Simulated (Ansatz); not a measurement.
Compare A (`C[Si](O)(F)[SiH3]`) with its isomer B (`FC[SiH2]O[SiH3]`).

Gas-phase electronic energies from Ansatz, PBE0-D4/def2-TZVP geometries. CCSD(T)/CBS is the MP2 limit (def2-TZVPP, def2-QZVPP) plus CCSD(T) − MP2 in def2-TZVPP, frozen cores. Functionals use def2-TZVPP. B3LYP here is the variant with VWN-RPA as its local correlation; programs differ in this. One conformer a species, not always the lowest.

A:

```xyz
12

C    -1.336    0.701   -0.852
Si   -0.025   -0.510   -0.337
O     1.169   -0.639   -1.453
F    -0.761   -1.932   -0.189
Si    1.044   -0.014    1.687
H    -2.127    0.758   -0.100
H    -1.796    0.396   -1.797
H    -0.914    1.700   -0.982
H     0.932   -0.771   -2.372
H     0.041    0.050    2.784
H     1.717    1.310    1.592
H     2.057   -1.050    2.020
```

B:

Z-matrix (Å, degrees):
```
C
Si 1 1.887
F 1 1.395 2 109.3
H 1 1.096 2 111.7 3 119.4
H 1 1.096 2 111.7 3 -119.8
O 2 1.631 1 109.8 3 -59.2
H 2 1.486 1 109.1 3 61.6
H 2 1.485 1 108.5 3 -178.1
Si 6 1.640 2 144.0 1 56.9
H 9 1.486 6 110.3 2 41.4
H 9 1.483 6 107.8 2 161.1
H 9 1.485 6 110.0 2 -79.5
```

Question: Which isomer does CCSD(T)/CBS put lower? Give the gap. (An estimate is asked.)

Answer: The calculation gave: A, by 165.1 kJ/mol.

Question: Give E(B) − E(A) in kJ/mol with PBE-D4, r2SCAN-D4, MP2/def2-TZVPP, CCSD(T)/def2-TZVPP, B3LYP-D4, CCSD/def2-TZVPP, ωB97M-V. (Best estimate.)

Answer: The calculation gave: PBE-D4 174.3, r2SCAN-D4 168.9, MP2/def2-TZVPP 164.8, CCSD(T)/def2-TZVPP 161.1, B3LYP-D4 155.1, CCSD/def2-TZVPP 157.9, ωB97M-V 157.7. None reverses the order clearly.

Largest T1 diagnostic: 0.012.

In def2-TZVPP, CCSD(T) changes the Hartree–Fock value by +29.0 kJ/mol (the triples alone add +3.2 kJ/mol) and MP2 by +32.8 kJ/mol.
